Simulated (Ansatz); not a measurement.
Complex: HF (SMILES F) (first 2 atoms) with CH4O (SMILES CO); geometry from B3LYP-D3(BJ)/def2-TZVP, rigid monomers moved along the line of their centres of mass till H2···O4 is 1.48 Å.
(charge 0, multiplicity 1):
```xyz
8

F      0.08507     0.01290     0.23579
H     -0.21590    -0.06029     1.13358
C      0.52213     0.39142     3.34906
O     -0.54723    -0.16829     2.57528
H      0.25046     0.44358     4.40516
H      0.68113     1.39850     2.97126
H      1.44388    -0.18253     3.23010
H     -0.72222    -1.06820     2.87068
```

Monomers are frozen at their geometry in the pair; levels with a basis set take the counterpoise correction.

Correlated levels freeze the cores. CBS(a, b) extrapolates the correlation energy as X⁻³ and adds the Hartree–Fock energy of set b.

Programs: Ansatz (Gaussian orbitals). Each number belongs to the level named beside it.

Problem. Give the interaction energy at the level B3LYP/def2-TZVPPD.

Solution. -383 meV

Ansatz is a quantum-chemistry and plane-wave program.
